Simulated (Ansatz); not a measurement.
C2H5BOSi, SMILES `BC1=C[SiH2]O1`, one more setting.

```yaml
crystal:
  periodic: [false, false, false]
  atoms:
    - {symbol: B, position_ang: [-1.003880, -0.360259, -1.681852]}
    - {symbol: C, position_ang: [-0.218909, -0.006904, -0.411867]}
    - {symbol: C, position_ang: [-0.128657, -0.648984, 0.752071]}
    - {symbol: Si, position_ang: [1.085343, 0.642244, 1.182008]}
    - {symbol: O, position_ang: [0.676768, 1.031490, -0.320814]}
    - {symbol: H, position_ang: [-1.022570, 0.284027, -2.605375]}
    - {symbol: H, position_ang: [-1.805065, -1.287228, -1.607210]}
    - {symbol: H, position_ang: [-0.654116, -1.530402, 1.098581]}
    - {symbol: H, position_ang: [2.482480, 0.237335, 1.396870]}
    - {symbol: H, position_ang: [0.715404, 1.651810, 2.205421]}
basis:
  gaussian: {orbitals: def2-SVP}
hamiltonian: {xc: {name: wB97X}}
accuracy: high
scf: {lower_state_search: off}
```

```sh
$ ansatz run in.yaml --threads 2 --pin off --events-out ev --progress --plain --max-ram 4352MiB
```

Shortened log:

```
Functional definition: wB97X
2305 factors; integrals over basis functions are off by at most 3.4e-9 eV
402 factors; integrals over basis functions are off by at most 2.0e-9 eV
mean field evaluation 1: about -12743.4248 eV, gradient 4.0e1 eV
mean field evaluation 2: about -12744.3330 eV, gradient 3.7e1 eV
mean field evaluation 4: about -12746.7690 eV, gradient 2.1e0 eV
mean field evaluation 8: about -12746.9385 eV, gradient 1.2e-1 eV
mean field evaluation 16: about -12746.9386 eV, gradient 5.8e-5 eV
mean field -12746.93858421 eV, -468.4413527843 hartree, gradient 8.4e-8 eV, S^2 0.000000; 0 other end points of the search recorded, 0 dependent functions left out
reference -12746.93858091 eV, -468.4413526632 hartree; 22, 22 occupied and 77, 77 virtual orbitals, 2305 factors
Total energy: -12746.93858091 eV, -468.4413526632 hartree
Checks for a lower state left out: stability, starts, cluster_reference, orbital_swaps, neighbouring_geometries, increment
```

It took 4 s on 2 threads of an AMD EPYC 9R45 on a shared host, with 0.43 GiB of host memory at the peak.
